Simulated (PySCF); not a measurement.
## Working out the ionisation energy of Fe⁺

Fe⁺ [Ar] 3d6 4s1 (6D) → Fe²⁺ [Ar] 3d6 (5D). Calculation: PySCF 2.14, in cc-pVDZ; no relativity, point nucleus. Frozen: [Ar]. Energies in hartree (1 hartree = 27.21139 eV):

```tsv
part	Fe⁺ (lower)	Fe²⁺ (upper)
UHF	-1262.217280	-1261.660645
MP2 opposite-spin	-0.044831	-0.039847
MP2 same-spin	-0.070867	-0.057600
```

**Question.** What does Hartree-Fock give?

**Answer.** (-1261.660645) − (-1262.217280) = 0.556635 hartree = 15.147 eV.

**Question.** What do MP2 and SCS-MP2 (6/5 opposite-spin, 1/3 same-spin) give?

**Answer.** The opposite-spin parts differ by 0.136 eV and the same-spin parts by 0.361 eV. MP2: 15.147 + (0.136) + (0.361) = 15.644 eV. SCS-MP2: 15.147 + 1.2 × (0.136) + (0.361)/3 = 15.431 eV.

Reference: 16.199 eV (measured; NIST Atomic Spectra Database, ionization energies), between the lowest levels; spin-orbit coupling is absent from the calculation.

The calculation is non-relativistic.

A double-zeta basis recovers only part of the correlation energy.

What remains against the reference includes basis incompleteness, the frozen core and correlation beyond second order.
